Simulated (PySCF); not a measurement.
A GIAO shielding run with PySCF 2.14 (density fitting, non-relativistic, gas phase) on `InChI=1S/C3H11PSSi3/c1-3-2-5-7-8(3,4)6/h2H,4,7H2,1,6H3/t8-/m1/s1`:

```
$ OMP_NUM_THREADS=1 python probes_run.py task.json out

{"job": {"kind": "nmr", "xc": "PBE0", "basis": "pcSseg-1"}, "charge": 0, "multiplicity": 1}
C     -0.906303     0.488634    -2.083216
C     -1.070414     0.171143    -0.627278
C     -2.247059     0.314800    -0.019259
S     -2.603613    -0.016175     1.665740
Si    -0.790044    -1.031707     2.260213
Si     0.434275    -0.398265     0.381136
Si     1.938925     1.409565     0.566880
P      1.285040    -2.187805    -0.719873
H     -0.490916    -0.377215    -2.600924
H     -1.855898     0.749590    -2.545587
H     -0.212833     1.320042    -2.214234
H     -3.128940     0.671623    -0.532371
H     -1.185603    -2.407331     2.554531
H     -0.427086    -0.387911     3.518624
H      1.271917     2.629034     1.021267
H      3.016172     1.096872     1.509952
H      2.577526     1.708196    -0.720238
H      2.344564    -2.329064     0.157244
H      2.040483    -1.414775    -1.580070
```

Hardware: 1 thread of an Intel Xeon, shared host. The job also computes population analyses, field gradients, ring-centre shieldings.

(1) How large is the calculation?

(2) How long does it take, and how much memory does it need?

Answers

(1) 102 electrons, 226 basis functions and 1292 auxiliary functions.

(2) 120 s of wall time, with 14 SCF cycles and 5 response iterations; peak memory 1.1 GiB. Times on a shared host scatter by some tens of per cent.
